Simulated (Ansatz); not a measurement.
**What each rung costs, and what it gives**

Saddle point of Si₂H₇Br, closed shell (Si₂H₅Br ([SiH3][SiH2][Br]) + H₂ → Si₂H₆ ([SiH3][SiH3]) + HBr; bonds formed: Si1–H7, Br2–H6; bonds broken: Si1–Br2, H6–H7), PBE0-D4/def2-TZVP structure:

Si1  (0.127, -0.885, 0.250)
Br2  (2.080, 0.428, -1.145)
H3  (0.467, -2.054, -0.582)
H4  (-0.447, -1.463, 1.514)
Si5  (-1.155, 0.933, -0.437)
H6  (1.768, -0.250, 0.686)
H7  (1.412, -0.612, 1.385)
H8  (-0.586, 2.137, 0.214)
H9  (-1.107, 1.022, -1.913)
H10  (-2.559, 0.744, 0.028)
(Å)

Barriers are electronic and count from the start structure reached by relaxing down the imaginary mode.

Ansatz 0.2.0; basis: as named in each row; cores frozen in the correlated methods. Filled d shells of the heavier atoms are correlated. The def2 sets are not built for correlating such inner shells, so the correlated values are less sure here. B3LYP uses VWN-RPA correlation. Extrapolation: Hartree–Fock as exp(−7.88 √X), correlation as X^−2.97.

Times are rough, for one single point on 4 threads of a shared host (Arm Neoverse V2).

The estimate by CCSD(T) at an estimated basis limit (MP2 extrapolated from triple and quadruple zeta, plus CCSD(T) − MP2 in triple zeta) is 211.1 kJ/mol.

```tsv
method	basis	time (s)	barrier (kJ/mol)	method less estimate
HF	STO-3G	under 1	490.3	279.2
PBE-D4	STO-3G	under 1	368.2	157.1
SPW92	def2-SVP	under 1	152.9	-58.3
PBE-D4	def2-SVP	under 1	180.0	-31.2
B3LYP-D4	6-31G	under 1	234.3	23.2
PBE0-D4	def2-SVP	1	193.3	-17.9
SPW92	def2-TZVPP	1	150.2	-60.9
PBE-D4	def2-TZVPP	2	179.6	-31.5
BLYP-D4	def2-TZVPP	2	193.4	-17.8
BHLYP-D4	def2-TZVPP	3	216.0	4.8
B3LYP-D4	def2-TZVPP	3	202.3	-8.8
CAM-B3LYP-D4	def2-TZVPP	3	209.1	-2.0
PBE0-D4	def2-TZVPP	3	192.4	-18.7
r2SCAN-D4	def2-TZVPP	4	192.9	-18.2
CCSD(T)	def2-SVP	4	229.9	18.7
RPA on PBE	def2-TZVPP	4	219.4	8.3
r2SCAN0-D4	def2-TZVPP	5	200.2	-10.9
wB97M-V	def2-SVP	5	204.9	-6.2
B2PLYP	def2-TZVPP	6	211.5	0.4
PBE-QIDH	def2-TZVPP	6	206.6	-4.5
wB97X-V	def2-TZVPP	8	212.9	1.8
wB97M-V	def2-TZVPP	9	206.7	-4.4
B97M-V	def2-TZVPP	10	205.4	-5.7
MP2	def2-QZVPP	21	213.4	2.2
CCSD(T)	def2-TZVPP	110	216.5	5.4
```

All methods are single points on the PBE0-D4 structures.

The T1 diagnostic stays at or below 0.012.

Labels in which every atom is bracketed show which atoms are joined, not bond orders.
